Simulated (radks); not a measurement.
Values are calculated unless marked as measured or tabulated.
Task: Valence configurations of Al (all share [Ne]). Code: a radial shooting solver on a logarithmic mesh with Libxc functionals. Model: Dirac Kohn-Sham, BLYP, spin-unpolarised, spherical densities, finite nucleus; open shells fill j = l - 1/2 first; Fermi nuclear charge, rms radius 3.061 fm. Order these by energy: 3s1 3p2; 3s0.5 3p2.5; 3s1.5 3p1.5; 3p3; 3s2 3p1.

Result: From the lowest, in eV above it: 3s2 3p1 0.000; 3s1.5 3p1.5 2.558; 3s1 3p2 5.173; 3s0.5 3p2.5 7.851; 3p3 10.575. NIST lists [Ne] 3s2 3p1 as the ground configuration; this level of theory agrees among the configurations tried. The energies are those of spherical spin-averaged densities, not of single terms.
